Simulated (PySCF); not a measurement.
C5H7BO, SMILES C#CB1OC[C@@H]1C.

Geometry: PBE0-D3(BJ)/def2-SVP. The structure was generated by enumeration; whether it is a known compound was not checked.

Calculation: M06-2X/def2-TZVP (PySCF).

Computed frontier levels, gap, dipole moment and polarisability:
```
Property                                                                                                        Result
---------------------------------------------------------------------------------------------  -----------------------
highest occupied level                                                                                        -9.07 eV
lowest empty level                                                                                            -0.22 eV
orbital gap                                                                                                    8.85 eV
dipole moment                                                                                                   1.57 D
quadrupole, principal values (traceless, Buckingham form, about the centre of nuclear charge)  -9.17, -2.25, 11.42 D·Å
mean static polarisability                                                                       70.8 bohr³ (10.50 Å³)
polarisability, principal values                                                                52.7, 62.7, 97.1 bohr³
```
